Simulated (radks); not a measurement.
Removal energies from the samarium ion Sm7+, [Kr] 4d10 4f2 5s2 5p5, by Delta-SCF beside the eigenvalue of the level emptied. All-electron calculation, scalar-relativistic Kohn-Sham, PBE, spin-polarised, spherical densities, finite nucleus; Fermi nuclear charge, rms radius of each element as measured or else 0.836 A^(1/3) + 0.57 fm. Program: a radial shooting solver on a logarithmic mesh with Libxc functionals. Open shells are filled with parallel spins first.

| removed from | final configuration | Delta-SCF (eV) | -eigenvalue (eV) |
|---|---|---|---|
| 5p | [Kr] 4d10 4f2 5s2 5p4 | 120.07 | 112.61 |
| 4f | [Kr] 4d10 4f1 5s2 5p5 | 128.97 | 116.13 |
| 5s | [Kr] 4d10 4f2 5s1 5p5 | 145.83 | 137.66 |
| 4d | [Kr] 4d9 4f2 5s2 5p5 | 259.29 | 245.65 |
